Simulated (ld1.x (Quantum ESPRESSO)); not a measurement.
## molybdenum: one change to a TM potential, before and after

* Element: molybdenum
* Generator: ld1.x (Quantum ESPRESSO) 7.5
* Type: norm-conserving Troullier–Martins (Kleinman–Bylander form)
* Functional: PBE
* Relativity: scalar-relativistic
* Frozen core: [Kr]
* Valence charge: 6
* Reference configuration: 4d4 5s0 5p0 (charge +2)
* Partial waves: 5p (bound, empty): rc 2.65 bohr; 4d (bound): rc 1.55 bohr; 5s (bound, empty): rc 2.80 bohr
* Local potential: the s channel
* Core correction: none

Change: wave 5s (bound): rc 2.80 bohr becomes 5s (bound): rc 3.76 bohr.

Cutoffs: the cutoffs (Ry, on a coarse ladder) from which the occupation-weighted sum of valence levels, in a spherical-Bessel basis at the reference potential, stays within 10 and 1 mRy of its value at 400 Ry; they do not see the model core or the augmentation charge, which bear on the density cutoff. Errors are all-electron minus pseudo energies relative to the spin-unpolarised reference configuration.

What does the change do?

The potential gets neither clearly harder nor softer (45 Ry and 55 Ry → 45 Ry and 55 Ry); of the 7 tests that both files solve, the error grows in 0 and shrinks in 2 by more than 15 % and 0.3 meV (median size 91.7 → 88.5 meV); neither file shows a bound ghost.

| quantity | base | changed |
| --- | --- | --- |
| cutoff, loose | 45 Ry | 45 Ry |
| cutoff, tight | 55 Ry | 55 Ry |
| bound ghosts | none | none |
| error for 4d5 5s1 5p0, meV [ΔE -22.35 eV] | +97 | +88 |
| error for 4d5 5s0 5p0, meV [ΔE -15.46 eV] | -60 | -57 |
| error for 4d3 5s0 5p0, meV [ΔE 26.74 eV] | -92 | -97 |
| error for 4d4 5s2 5p0, meV [ΔE -22.15 eV] | +227 | +213 |
| error for 4d5.5 5s0.5 5p0, meV [ΔE -22.07 eV] | -7.0 | +2.1 |
| error for 4d4 5s1 5p1, meV [ΔE -18.61 eV] | +167 | +166 |
| error for 4d5 5s0.5 5p0, meV [ΔE -19.62 eV] | +17 | +7.7 |
